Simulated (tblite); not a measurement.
Compound: C7H13BFP.
SMILES with atom numbers: `[BH3-:1][P@@+:2]1([CH:3]=[CH2:4])[CH2:5][C:6]([CH3:7])=[C:8]([F:9])[CH2:10]1` (hydrogens: H11, H12, H13 on B1; H14 on C3; H15, H16 on C4; H17, H18 on C5; H19, H20, H21 on C7; H22, H23 on C10)
Bond orders are those of one Lewis drawing.

Computed with GFN2-xTB (tblite), gas phase: L-BFGS steps from a force-field or distance-geometry start until the largest atomic force falls under 0.01 eV/Å.

The end geometry, which sets the zero of energy:
```
atom  x, y, z in Å
B1     -2.2981   -1.0828    1.4411
P2     -0.9866   -0.4122    0.2071
C3     -1.5227    0.6684   -1.1449
C4     -1.7279    1.9709   -1.0229
C5      0.4918    0.4624    0.9031
C6      1.6548    0.0404    0.0494
C7      2.9506    0.7723    0.1503
C8      1.4034   -1.0026   -0.7299
F9      2.3251   -1.5528   -1.5515
C10     0.0521   -1.6416   -0.7072
H11    -1.6606   -1.7912    2.1573
H12    -3.0993   -1.6569    0.7751
H13    -2.7326   -0.1138    1.9783
H14    -1.7808    0.1538   -2.0635
H15    -1.5180    2.4978   -0.1058
H16    -2.1158    2.5666   -1.8336
H17     0.3533    1.5455    0.9019
H18     0.6339    0.1464    1.9415
H19     3.3033    0.7732    1.1812
H20     3.7014    0.3065   -0.4820
H21     2.8207    1.8091   -0.1592
H22    -0.3256   -1.8414   -1.7133
H23     0.0728   -2.5909   -0.1625
```

Question: These geometries come from the run, each turned onto the end geometry. Order them by energy, lowest first.
A.
```
atom  x, y, z in Å
B1     -1.5974   -0.8882    1.4304
P2     -0.8548   -0.1774   -0.1308
C3     -1.9956    0.7451   -1.1948
C4     -2.6266    1.8266   -0.7593
C5      0.5973    0.9195    0.1330
C6      1.7284   -0.0809    0.1370
C7      3.0323    0.2305    0.7686
C8      1.4637   -1.2237   -0.4994
F9      2.3923   -2.1988   -0.5909
C10     0.1092   -1.4078   -1.1214
H11    -0.7768   -1.4671    2.0624
H12    -2.4555   -1.6337    1.0949
H13    -2.0906    0.0132    2.0257
H14    -2.1976    0.3845   -2.1869
H15    -2.4905    2.2392    0.2237
H16    -3.3316    2.3369   -1.4090
H17     0.7006    1.5608   -0.7369
H18     0.5159    1.4727    1.0784
H19     2.9955   -0.0030    1.8379
H20     3.8325   -0.3363    0.2793
H21     3.2280    1.2887    0.6472
H22     0.1068   -1.1788   -2.1866
H23    -0.2905   -2.3951   -0.8924
```
B.
```
atom  x, y, z in Å
B1     -2.1159   -1.1053    1.4591
P2     -0.9685   -0.3365    0.1252
C3     -1.7114    0.7037   -1.1560
C4     -2.0345    1.9739   -0.9604
C5      0.4967    0.6416    0.7131
C6      1.7029    0.0213    0.0636
C7      3.0635    0.5774    0.3339
C8      1.4427   -1.0276   -0.7034
F9      2.4089   -1.7100   -1.3591
C10     0.0458   -1.5393   -0.8496
H11    -1.3666   -1.7583    2.1190
H12    -2.9097   -1.7528    0.8478
H13    -2.5982   -0.1856    2.0394
H14    -1.9951    0.1915   -2.0684
H15    -1.7988    2.4856   -0.0406
H16    -2.5417    2.5566   -1.7108
H17     0.3969    1.7004    0.4513
H18     0.5667    0.5745    1.8044
H19     3.1598    0.8291    1.3885
H20     3.8243   -0.1517    0.0693
H21     3.2365    1.4847   -0.2464
H22    -0.2643   -1.6054   -1.8974
H23    -0.0447   -2.5408   -0.4129
```
C.
```
atom  x, y, z in Å
B1     -1.6600   -0.9116    1.4793
P2     -0.8812   -0.1791   -0.0996
C3     -1.9799    0.7383   -1.2125
C4     -2.6207    1.8181   -0.7869
C5      0.6049    0.9164    0.1261
C6      1.7395   -0.0730    0.1219
C7      3.0439    0.2528    0.7733
C8      1.4431   -1.2083   -0.5009
F9      2.3244   -2.2198   -0.6565
C10     0.0854   -1.4002   -1.1062
H11    -0.7511   -1.4416    2.0363
H12    -2.4944   -1.6658    1.0874
H13    -2.1015    0.0258    2.0644
H14    -2.1529    0.3283   -2.1991
H15    -2.4694    2.2005    0.2097
H16    -3.3262    2.3555   -1.3986
H17     0.7080    1.6367   -0.6955
H18     0.5396    1.4729    1.0637
H19     3.0086    0.0179    1.8370
H20     3.8446   -0.3297    0.3270
H21     3.2704    1.3113    0.6743
H22     0.0978   -1.1972   -2.1828
H23    -0.2778   -2.4212   -0.9519
```
D.
```
atom  x, y, z in Å
B1     -1.7043   -0.9441    1.5530
P2     -0.9139   -0.2169   -0.0395
C3     -1.9168    0.7155   -1.2323
C4     -2.5664    1.8222   -0.9047
C5      0.5619    0.8554    0.3086
C6      1.7329   -0.0690    0.1126
C7      3.0524    0.2570    0.7294
C8      1.4544   -1.1427   -0.6157
F9      2.3811   -2.0701   -0.9445
C10     0.0635   -1.3630   -1.1206
H11    -0.7757   -1.4565    2.1000
H12    -2.5498   -1.7062    1.2096
H13    -2.1279    0.0132    2.1253
H14    -2.0170    0.2894   -2.2237
H15    -2.5078    2.2393    0.0875
H16    -3.1847    2.3556   -1.6096
H17     0.6105    1.7090   -0.3749
H18     0.5153    1.2339    1.3315
H19     2.9749    0.2060    1.8165
H20     3.8127   -0.4457    0.3992
H21     3.3668    1.2653    0.4639
H22    -0.0261   -1.1179   -2.1838
H23    -0.2410   -2.4024   -0.9780
```
E.
```
atom  x, y, z in Å
B1     -2.2903   -1.1100    1.4442
P2     -0.9896   -0.3995    0.2201
C3     -1.5623    0.6652   -1.1280
C4     -1.7070    1.9790   -1.0550
C5      0.4912    0.4866    0.9003
C6      1.6561    0.0494    0.0559
C7      2.9630    0.7609    0.1685
C8      1.3980   -0.9907   -0.7254
F9      2.3182   -1.5475   -1.5444
C10     0.0428   -1.6208   -0.7105
H11    -1.6364   -1.7857    2.1766
H12    -3.0480   -1.7266    0.7639
H13    -2.7830   -0.1611    1.9653
H14    -1.9029    0.1220   -2.0029
H15    -1.4164    2.5419   -0.1824
H16    -2.1223    2.5510   -1.8689
H17     0.3566    1.5703    0.8795
H18     0.6309    0.1906    1.9448
H19     3.3441    0.6878    1.1867
H20     3.6898    0.3283   -0.5132
H21     2.8409    1.8172   -0.0681
H22    -0.3366   -1.8044   -1.7189
H23     0.0584   -2.5767   -0.1781
```

Answer: E (0.002 eV), B (0.025 eV), D (0.069 eV), C (0.119 eV), A (0.271 eV).

In the order of the answer:

```tsv
step	E above end (eV)	largest force (eV/Å)	rms force component (eV/Å)	rms distance from end (Å)	rms bond change (Å)	bond most changed (Å)
157	0.002	0.02	0.005	0.060	0.001	P2–C5 +0.002
108	0.025	0.07	0.025	0.325	0.002	P2–C5 +0.004
44	0.069	0.04	0.016	0.828	0.002	P2–C3 +0.004
12	0.119	0.09	0.032	0.926	0.004	B1–P2 -0.015
2	0.271	0.91	0.231	0.934	0.013	B1–P2 -0.052
```

What follows is the cost of the whole relaxation. Hardware: an Intel Xeon Platinum 8375C at 2.90 GHz with one thread (shared host). Cost: 3.8 s.
